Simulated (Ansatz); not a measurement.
Stepwise reaction of `C[O][GeH]([OH])[OH]` with hydrogen, as a gas-phase model of exchange steps in deposition or etching. ΔE in kJ/mol; ΔG adds harmonic PBE0-D4 terms to CCSD(T)/CBS, at 1 bar.

Isolated molecules relaxed with PBE0-D4/def2-TZVP in Ansatz; ΔE leaves out vibrations. CCSD(T)/CBS adds triple-zeta CCSD(T) − MP2 to the extrapolated MP2 energy (def2 sets, frozen cores). This one scheme is used for every species. DFT in def2-TZVPP. B3LYP here is the variant with VWN-RPA as its local correlation; programs differ in this. For Ge outer-core shells are correlated without core-valence functions, which leaves a few kJ/mol of doubt a bond. Scalar relativity is left out up to krypton. Each species was taken in one conformer, which may not be the lowest.

```json
{"step": "1", "reaction": "`C[O][GeH]([OH])[OH]` + H₂ → `C[O][GeH2][OH]` + H₂O", "PBE-D4": "32.9", "B3LYP-D4": "35.7", "ωB97M-V": "36.4", "CCSD(T)/CBS": "34.9", "ΔG(600 K)": "30.5"}
{"step": "2", "reaction": "`C[O][GeH2][OH]` + H₂ → `C[O][GeH3]` + H₂O", "PBE-D4": "15.6", "B3LYP-D4": "17.8", "ωB97M-V": "17.6", "CCSD(T)/CBS": "16.4", "ΔG(600 K)": "15.8"}
```

(1) By hand: ΔE of the 2 steps together at CCSD(T)/CBS.

## Answers

(1) (34.9) + (16.4) = 51.3 kJ/mol, or 25.6 kJ/mol a step.

In ΔE each step is lower than the one before. All are uphill at CCSD(T)/CBS. ΔG lies between 15.8 and 30.5 kJ/mol a step. PBE-D4 differs from CCSD(T)/CBS by -2.0 to -0.8 kJ/mol a step. Isolated molecules leave out the surface, adducts and barriers. Largest T1 diagnostic: 0.012.
